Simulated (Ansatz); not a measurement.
Two structures of GaSiH$_{7}$O, closed shell, reached by relaxing down either side of one saddle point (PBE0-D4/def2-TZVP). Energies are electronic, without zero-point energy. Ansatz 0.2.0; basis: def2-TZVPP and def2-QZVPP; cores frozen in the correlated methods. Filled d shells of the heavier atoms are correlated. The def2 sets are not built for correlating such inner shells, so the correlated values are less sure here. Extrapolation: Hartree–Fock as exp(−7.88 √X), correlation as X^−2.97. First:

```xyz
10
angstrom
Ga -0.7773 0.3788 -1.5779
H 0.3720 1.0467 -2.4284
H -0.7515 -1.1918 -1.3850
H -2.1303 1.1481 -1.3626
H 0.8132 1.4250 0.3210
O 0.1631 0.7192 0.3549
Si 0.5111 -0.6215 1.3150
H 1.1303 -0.1053 2.5616
H 1.4537 -1.5260 0.6198
H -0.7845 -1.2733 1.5816
```

Second:

```
atom    x (Å)    y (Å)    z (Å)
 Ga1  -1.0439   0.1526  -1.1197
  H2   1.0556   1.4228  -1.8418
  H3  -0.4010  -0.9311  -2.0412
  H4  -2.0770   1.2641  -1.4626
  H5   0.7078   1.9857  -1.4866
  O6  -0.6267   0.0622   0.6174
 Si7   0.3585  -0.7869   1.5950
  H8   1.4136   0.1006   2.1575
  H9   1.0324  -1.8987   0.8614
 H10  -0.4193  -1.3712   2.7205
```

Which bonds change from the first to the second?

SiH₄O ([OH][SiH3]) + GaH₃ → GaSiH₅O ([SiH3][O][GaH2]) + H₂; bonds formed: H2–H5; dative contacts that become bonds: Ga1–O6; bonds broken: Ga1–H2, H5–O6.

Give the saddle point's structure and its height above each. (To be estimated.)

Computed: 0.925 eV above the first and 1.111 eV above the second (CCSD(T) at an estimated basis limit (MP2 extrapolated from triple and quadruple zeta, plus CCSD(T) − MP2 in triple zeta)).
```
10
angstrom
Ga -0.9628 0.3481 -1.4051
H 0.6095 1.1856 -1.6608
H -0.8541 -1.1018 -1.9628
H -2.1139 1.3887 -1.4735
H 0.6054 0.9682 -0.6692
O -0.0048 0.4945 0.3339
Si 0.5559 -0.5757 1.4532
H 1.1151 0.1672 2.6104
H 1.6192 -1.4383 0.8697
H -0.5695 -1.4365 1.9043
```

No T1 diagnostic of these runs exceeds 0.014.

The step is the kind of ligand exchange by which a precursor binds to a hydroxyl group, or is hydrolysed, in atomic layer deposition of oxides.

Labels in which every atom is bracketed show which atoms are joined, not bond orders.

For scale, one of the runs: CCSD(T)/def2-TZVPP, 219 basis functions, launched by `ansatz run in.yaml --threads 4 --pin off --events-out ev --progress --plain --max-ram 9574MiB`. Hardware: 4 CPU threads of an Arm Neoverse V1, shared host. Wall time 78 s; peak host memory 3.2 GiB.
